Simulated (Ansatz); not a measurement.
Ansatz (a first-principles code) input for Al(Me)(NCO)(OH) (C2H4AlNO2), SMILES [Al]([OH])([CH3])[N]=C=O, CAM-B3LYP/def2-SVPD. Coordinates come from a PBE0-D3(BJ)/def2-SVP optimisation. The structure was generated by enumeration; whether it is a known compound was not checked. The values are those of a single conformer.

Ansatz 0.2 input:
```yaml
crystal:
  periodic: [false, false, false]
  atoms:
    - {symbol: Al, position_ang: [0.07788451, 0.90537831, -0.00000000]}
    - {symbol: C, position_ang: [-1.52818794, 1.97676702, -0.00000000]}
    - {symbol: H, position_ang: [-2.14944950, 1.75974527, 0.88422628]}
    - {symbol: H, position_ang: [-2.14944950, 1.75974527, -0.88422627]}
    - {symbol: H, position_ang: [-1.29594555, 3.05227473, -0.00000000]}
    - {symbol: N, position_ang: [0.00935726, -0.87975233, 0.00000000]}
    - {symbol: C, position_ang: [-0.07114422, -2.07725890, 0.00000001]}
    - {symbol: O, position_ang: [-0.14708946, -3.24438878, -0.00000000]}
    - {symbol: O, position_ang: [1.60479419, 1.64709016, -0.00000000]}
    - {symbol: H, position_ang: [2.45120023, 1.19792319, 0.00000001]}
basis:
  gaussian:
    orbitals: def2-SVPD
hamiltonian:
  xc: {name: CAM-B3LYP}
```

Log of the run:

```
Functional definition: CAM-B3LYP
integrals: 0.11 GiB planned
1377 factors; their error is unknown
integrals: 0.14 GiB planned
546 factors; integrals over basis functions are off by at most 4.2e-5 eV
mean field: 1.01 GiB planned
mean field evaluation 1: about -14301.5054 eV, gradient 8.0e1 eV
mean field evaluation 2: about -14294.8182 eV, gradient 1.0e2 eV
mean field evaluation 4: about -14313.2755 eV, gradient 3.7e0 eV
mean field evaluation 8: about -14313.3028 eV, gradient 3.6e-1 eV
mean field evaluation 16: about -14313.3286 eV, gradient 4.1e-4 eV
mean field -14313.32862192 eV, -526.0051249329 hartree, gradient 1.3e-5 eV, S^2 0.000000; 0 other end points of the search recorded, 0 dependent functions left out
reference -14313.32878114 eV, -526.0051307841 hartree; 26, 26 occupied and 136, 136 virtual orbitals, 1377 factors
Total energy: -14313.32878114 eV, -526.0051307841 hartree
```

Self-consistency was reached.

Cost: very roughly 8 core-seconds.
